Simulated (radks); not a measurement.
Results of a calculation; reference values are marked as such.
Ionisation of the molybdenum ion Mo3+, [Kr] 4d3, to [Kr] 4d2 as the strength of local exchange is varied. Level of theory: scalar-relativistic Kohn-Sham, Slater X-alpha exchange (alpha = 2/3 is LDA exchange), no correlation, spin-polarised, spherical densities, finite nucleus; open shells are filled with parallel spins first (spin-orbit coupling, left out, can overturn this in heavy ions); Fermi nuclear charge, rms radius 4.4091 fm (a radial shooting solver on a logarithmic mesh with Libxc functionals).

alpha  E(Mo3+) (hartree)  exchange (hartree)  IE (eV)  -e of the level emptied (eV)  <r> of it (bohr)
0.667        -4038.92024          -114.58861   39.248                   32.819 (4d)             1.621
0.734        -4050.46446          -126.43401   40.648                   34.148 (4d)             1.595
0.767        -4056.16169          -132.29070   41.348                   34.814 (4d)             1.582
0.805        -4062.73133          -139.05308   42.163                   35.590 (4d)             1.568
0.86         -4072.25747          -148.87542   43.360                   36.733 (4d)             1.549
0.899        -4079.02488          -155.86518   44.221                   37.556 (4d)             1.535

NIST Atomic Spectra Database: 40.3 eV (semi-empirical). The Delta-SCF value meets it near alpha = 0.72. Open shells are spherical and high-spin; term and fine-structure splittings are not resolved.
